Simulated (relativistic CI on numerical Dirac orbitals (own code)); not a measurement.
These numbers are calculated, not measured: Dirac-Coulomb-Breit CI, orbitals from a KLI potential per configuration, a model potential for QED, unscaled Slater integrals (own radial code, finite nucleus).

Configurations in the expansion (outside the closed core 1s2): 2s2.2p5, 2s.2p6, 2p6.3s, 2p6.3p, 2p6.3d, 2s2.2p4.3s, 2s2.2p4.3p, 2s2.2p4.3d, 2s.2p5.3s, 2s.2p5.3p, 2s.2p5.3d, 2s2.2p4.4s, 2s2.2p4.4p, 2s2.2p4.4d, 2s2.2p4.4f, 2s.2p5.4s, 2s2.2p3.3s2, 2s.2p5.4p, 2s.2p5.4d, 2s.2p5.4f, 2s2.2p3.3s.3p, 2s2.2p4.5s, 2s2.2p4.5p, 2s2.2p4.5d, 2s2.2p4.5f, 2s2.2p3.3s.3d, 2s2.2p4.5g, 2s2.2p3.3p2, 2s2.2p3.3p.3d, 2s.2p4.3s2, 2s2.2p3.3d2, 2s.2p4.3s.3p, 2s.2p4.3s.3d, 2s.2p4.3p2, 2s.2p5.5s, 2s.2p5.5p. Levels of other configurations are missing.

At this charge energies of transitions that change n are usually good to better than 1 %, and those within a shell (Δn = 0) to a few per cent.

Outline of the computed level scheme of Nd LII. Lowest level of each configuration: 2s2.2p5 2P°_3/2 at 0.00 eV; 2s.2p6 2S_1/2 at 889.93 eV; 2s2.2p4.3s 4P_5/2 at 5430.90 eV; 2s2.2p4.3p 4P°_3/2 at 5530.77 eV; 2s2.2p4.3d 4D_3/2 at 5792.15 eV; 2s.2p5.3s 4P°_5/2 at 6277.31 eV.

Some strong electric-dipole decays among the lowest 45 levels: 2s2.2p4.3d 2P_3/2 → 2s2.2p5 2P°_3/2 (7.5e+14 s⁻¹); 2s2.2p4.3d 2D_5/2 → 2s2.2p5 2P°_3/2 (6.1e+14 s⁻¹); 2s2.2p4.3d 2D_5/2 → 2s2.2p5 2P°_3/2 (4.7e+14 s⁻¹); 2s2.2p4.3d 2P_1/2 → 2s2.2p5 2P°_3/2 (3.4e+14 s⁻¹); 2s2.2p4.3d 4F_5/2 → 2s2.2p5 2P°_3/2 (2.5e+14 s⁻¹); 2s2.2p4.3d 4P_1/2 → 2s2.2p5 2P°_3/2 (9.9e+13 s⁻¹); 2s2.2p4.3s 2P_3/2 → 2s2.2p5 2P°_3/2 (8.7e+13 s⁻¹); 2s2.2p4.3s 2D_3/2 → 2s2.2p5 2P°_1/2 (6.0e+13 s⁻¹).

LS names give the leading component of a level, which can be under half, so a name can repeat, a term be missing and a line seem to break the LS rules.
